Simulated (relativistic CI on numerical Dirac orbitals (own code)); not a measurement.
Tc6+: resonant inelastic scattering at the L2,3 edge

Computed with this model: Dirac-Coulomb-Breit CI, orbitals from a KLI potential per configuration, model QED (radiative potential, 1s self-energy scaled to tabulated hydrogen-like ionisation energies), Kramers-Heisenberg scattering through one core-hole configuration in a parametric crystal field, unscaled Slater integrals; configurations [Kr] 4d → [He] 2s2 2p5 3s2 3p6 3d10 4s2 4p6 4d2; 300 K; core-hole width 0.96 eV; summed over polarisations. Incident energies are the highest absorption maxima for each field (at most a few, so the weaker spin-orbit partner edge can be absent), on the computed scale of the free ion. Intensities are in per cent of the strongest line above 0.02 eV; levels within 1 cm⁻¹ are merged; final levels count from the ground level, the first row holds all elastic scattering, lines under 0.4 are left out and each table stops after 24 rows. The scale of the Slater integrals is a model choice and moves the terms in proportion.

Field parameters in Wybourne normalisation: Oh B⁴₀ = 21Dq, B⁴₄ = √(5/14) B⁴₀. The field is a parameter set, without covalency.

S is read from ⟨S²⟩ = S(S + 1).

Oh, 10Dq = 8500 cm⁻¹:

```csv
Final level (eV),Degeneracy,Irrep,S,2692.8 eV,2806.1 eV,2808 eV
0.000,4,Γ8,0.50,1031.5,88.8,134.2
0.278,2,Γ7,0.50,100.0,9.3,10.9
1.203,4,Γ8,0.50,64.5,4.3,15.2
```

Oh, 10Dq = 19250 cm⁻¹:

```csv
Final level (eV),Degeneracy,Irrep,S,2691.6 eV,2693.5 eV,2807.6 eV
0.000,4,Γ8,0.50,442.9,871.1,165.6
0.260,2,Γ7,0.50,86.7,100.0,3.8
2.500,4,Γ8,0.50,45.6,77.7,18.4
```

For the first field the strongest loss at the lowest incident energy is the level at 0.28 eV (S = 0.50, against 0.50 in the thermal ground state).
